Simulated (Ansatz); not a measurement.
Computed with Ansatz on PBE0-D4/def2-TZVP structures; ΔE is electronic, products minus reactants. CCSD(T)/CBS adds triple-zeta CCSD(T) − MP2 to the extrapolated MP2 energy (def2 sets, frozen cores). DFT in def2-TZVPP. B3LYP here is the variant with VWN-RPA as its local correlation; programs differ in this. For Ge outer-core shells are correlated without core-valence functions, which leaves a few kJ/mol of doubt a bond. Scalar relativity is left out up to krypton. Each species was taken in one conformer, which may not be the lowest.

Consider the isomerisation: `C=N[CH2][GeH3]` → `C1[CH2][GeH2][NH]1`.

| level | ΔE (eV) |
| --- | --- |
| B3LYP-D4 | -0.33 |
| r2SCAN | -0.46 |
| HF/CBS(def2) | -0.30 |
| CCSD/CBS(def2) | -0.53 |

Q: What does CCSD(T)/CBS give? (Estimate.)

A: The calculation gave: -0.52 eV. The listed levels differ from it by 0.19, 0.06, 0.22, -0.01 eV.

Largest T1 diagnostic among the species: 0.012.

From PBE to PBE0 (25 % exact exchange), in def2-TZVPP and without D4, ΔE moves by −0.12 eV. In def2-TZVPP, CCSD(T) changes the Hartree–Fock value by −0.16 eV (the triples alone add +0.01 eV) and MP2 by −0.29 eV.
